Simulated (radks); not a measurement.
All-electron atom: B1.5+ in 2s2 1s(up 1, down 0.5) (fractional occupations, a model configuration).

Method: scalar-relativistic Kohn-Sham, PBEsol, spin-polarised, spherical densities, finite nucleus; Fermi nuclear charge, rms radius 2.406 fm; computed with a radial shooting solver on a logarithmic mesh with Libxc functionals.

Energy parts (hartree):
part                     energy
total                 -20.40076
kinetic                20.33578
electron-nucleus      -44.85746
Hartree                 6.83845
exchange-correlation   -2.71752

Orbitals (lengths in bohr, moments of r in powers of bohr; <r^-3> diverges for s and p1/2):
orbital  occ.  eigenvalue (hartree)   <1/r>   <r^2>    <r^4>  <r^-3>
1s up       1              -8.30156   4.796  0.1357  0.04813       -
1s down   0.5              -7.99345   4.742  0.1398  0.05148       -
2s up       1              -1.03372  0.9069   2.979    15.55       -
2s down     1              -1.01979  0.8973   3.047    16.22       -

The highest occupied level is 2s down at -27.750 eV. Spin moment in Bohr magnetons: 0.5.
